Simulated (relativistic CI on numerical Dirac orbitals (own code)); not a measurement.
Method of calculation: Dirac-Coulomb-Breit CI, orbitals from a KLI potential per configuration, QED by a radiative potential, unscaled Slater integrals (own radial code, finite nucleus).

Configurations in the expansion (outside the closed core [Ne]): 3s²3p⁶3d, 3s²3p⁵3d², 3s3p⁶3d², 3s²3p⁶4s, 3s²3p⁶4p, 3s²3p⁶4d, 3s²3p⁵3d4s, 3s²3p⁶4f, 3s²3p⁵3d4p, 3s²3p⁵3d4d, 3s3p⁶3d4s, 3p⁶3d²4p, 3s²3p⁵3d4f, 3s3p⁶3d4p, 3s3p⁶3d4d, 3s²3p⁶5s, 3s²3p⁶5p, 3s3p⁶3d4f, 3s²3p⁶5d, 3s²3p⁶5f, 3s²3p⁶5g, 3p⁶3d³, 3p⁵3d⁴, 3p⁵3d³4s, 3p⁶3d²4s, 3p⁵3d²4s², 3p⁶3d²4d, 3p⁵3d³4d, 3p⁵3d²4s4d. Double excitations out of closed p, d and f shells are left out; levels of such configurations are missing from the list, as are those of other unlisted configurations, and high levels can miss mixing partners. These lack a partner that the ground configuration has and come out too high: 3s²3p⁵3d4p, 3s²3p⁵3d4f.

At this charge energies of transitions that change n are usually good to better than 1 %, and those within a shell (Δn = 0) to a few per cent.

Outline of the computed level scheme of Cs XXXVII. Lowest level of each configuration: 3s²3p⁶3d ²D3/2 at 0.000 eV; 3s²3p⁵3d² ⁴D°1/2 at 168.254 eV.

Some strong electric-dipole decays among the lowest 45 levels: 3s²3p⁵3d² ²D°5/2 → 3s²3p⁶3d ²D5/2 (1.5e+12 s⁻¹); 3s²3p⁵3d² ²P°1/2 → 3s²3p⁶3d ²D3/2 (1.1e+12 s⁻¹); 3s²3p⁵3d² ²D°3/2 → 3s²3p⁶3d ²D3/2 (9.9e+11 s⁻¹); 3s²3p⁵3d² ²D°3/2 → 3s²3p⁶3d ²D3/2 (8.8e+11 s⁻¹); 3s²3p⁵3d² ²F°7/2 → 3s²3p⁶3d ²D5/2 (7.9e+11 s⁻¹); 3s²3p⁵3d² ²F°5/2 → 3s²3p⁶3d ²D3/2 (4.7e+11 s⁻¹); 3s²3p⁵3d² ²P°1/2 → 3s²3p⁶3d ²D3/2 (3.3e+11 s⁻¹); 3s²3p⁵3d² ²F°5/2 → 3s²3p⁶3d ²D3/2 (3.0e+11 s⁻¹).

LS names give the leading component of a level, which can be under half, so a name can repeat, a term be missing and a line seem to break the LS rules.
